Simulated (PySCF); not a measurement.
A PySCF script (with the pyscf-properties extension) for the NMR shieldings of SMILES C#CB(N)NBC1CC1, C5H10B2N2, on a GFN2-xTB geometry:

```python
import basis_set_exchange as bse
import numpy as np
from pyscf import gto, dft
from pyscf.prop import nmr

atoms = """
C     2.835534   -2.222266   -0.930901
C     2.521628   -1.137941   -0.517475
B     2.171166    0.253370   -0.001394
N     3.202313    1.177946    0.195825
N     0.813636    0.631463    0.276346
B    -0.362823   -0.121520    0.167064
C    -1.734759    0.536129    0.518759
C    -2.988865    0.138504   -0.230740
C    -2.825539   -0.274250    1.186709
H     3.092629   -3.175953   -1.292987
H     4.167343    0.966885    0.014959
H     3.056901    2.114319    0.532000
H     0.707930    1.586296    0.595383
H    -0.293387   -1.236027   -0.188364
H    -1.722355    1.580372    0.824320
H    -2.895440   -0.617108   -0.995757
H    -3.707194    0.909903   -0.467508
H    -3.426927    0.212231    1.940900
H    -2.621594   -1.313104    1.395729
"""
names = dict.fromkeys(["C", "B", "N", "H"], "pcSseg-1")
basis = {el: gto.basis.parse(bse.get_basis(n, elements=[el], fmt="nwchem")) for el, n in names.items()}
mol = gto.M(atom=atoms, basis=basis, charge=0, verbose=0)
mf = dft.RKS(mol, xc="PBE0")
mf.grids.level = 2
mf.grids.alignment = dft.numint.BLKSIZE   # the property module wants whole blocks of grid points
mf.conv_tol = 1e-9
mf.kernel()

calc = nmr.RKS(mf)   # GIAO
C = mf.mo_coeff
Co = C[:, mf.mo_occ > 0]
resp = mf.gen_response(singlet=True, hermi=2)
def vind(x):   # induced exchange potential for any number of trial vectors
    d = np.einsum("pi,xij,qj->xpq", C, 2 * x.reshape(-1, C.shape[1], Co.shape[1]), Co, optimize=True)
    return np.einsum("xpq,pi,qj->xij", resp(d - d.transpose(0, 2, 1)), C, Co, optimize=True).ravel()
mo1, _ = nmr.rhf.solve_mo1(calc, with_cphf=vind)
sigma = calc.kernel(mo1)
for i, s in enumerate(sigma):   # ppm
    w = np.linalg.eigvalsh((s + s.T) / 2)
    print("%2d %-2s iso %8.1f  s11 %8.1f  s22 %8.1f  s33 %8.1f" % (i, mol.atom_pure_symbol(i), w.mean(), *w))
```

Q: What does it print?

A: 
```
 0 C  iso     88.2  s11     12.8  s22     15.2  s33    236.4
 1 C  iso     96.2  s11     -7.4  s22      2.5  s33    293.4
 2 B  iso     79.2  s11     51.4  s22     77.4  s33    108.9
 3 N  iso    179.8  s11    109.0  s22    200.1  s33    230.2
 4 N  iso    111.2  s11     -7.4  s22    135.8  s33    205.3
 5 B  iso     51.9  s11      5.7  s22     43.4  s33    106.5
 6 C  iso    177.2  s11    135.5  s22    167.9  s33    228.2
 7 C  iso    180.7  s11    153.0  s22    178.1  s33    210.9
 8 C  iso    180.9  s11    153.6  s22    178.4  s33    210.8
 9 H  iso     29.7  s11     24.7  s22     25.4  s33     38.9
10 H  iso     28.4  s11     22.6  s22     26.3  s33     36.3
11 H  iso     28.9  s11     23.2  s22     26.8  s33     36.6
12 H  iso     26.3  s11     22.0  s22     27.0  s33     30.1
13 H  iso     26.7  s11     23.1  s22     24.8  s33     32.2
14 H  iso     31.9  s11     25.0  s22     30.2  s33     40.5
15 H  iso     31.1  s11     25.2  s22     27.9  s33     40.4
16 H  iso     31.0  s11     25.3  s22     26.8  s33     41.0
17 H  iso     31.0  s11     25.3  s22     26.8  s33     41.0
18 H  iso     31.2  s11     25.3  s22     27.9  s33     40.3
```

These numbers come from an equivalent density-fitted implementation of the same equations, which agrees with the script to about 0.01 ppm for H and up to a few tenths of a ppm for heavy atoms, so last digits may differ.

Size and cost of the density-fitted run: 203 basis functions, 80 s wall time on 1 thread of an Arm Neoverse N1, shared host; peak memory 0.8 GiB.
